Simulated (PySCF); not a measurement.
**A small calculation by hand: refractive index and permittivity of the vapour**

(1S)-1-bromo-1-chloroethane (C2H4BrCl), SMILES C[C@@H](Cl)Br.

The structure is a stationary point at PBE0-D3(BJ)/def2-SVP.

PBE/def2-TZVP (PySCF) gives a mean static polarisability of 58.2 bohr³ and a dipole moment of 1.96 D. Take an ideal gas at 298.15 K and 1 bar, whether or not the substance is that volatile.

Problem. Work out n − 1 in the optical limit and the static ε − 1.

Solution. 
Polarisability volume α' = 58.2 × 0.148185 = 8.62 Å³. Number density N = p/kT = 2.43e-5 Å⁻³.
Dilute limit of Lorentz–Lorenz: n − 1 = 2π N α' = 0.0013.
Orientation term of Debye: μ²/(3kT) = 8.098 Å³ × μ²(D²) = 31.11 Å³.
ε − 1 = 4π N (α' + μ²/3kT) = 0.012. Orientation of the dipole supplies 78 % of the static response; it can't follow optical fields. Vibrational polarisation and dispersion are left out.
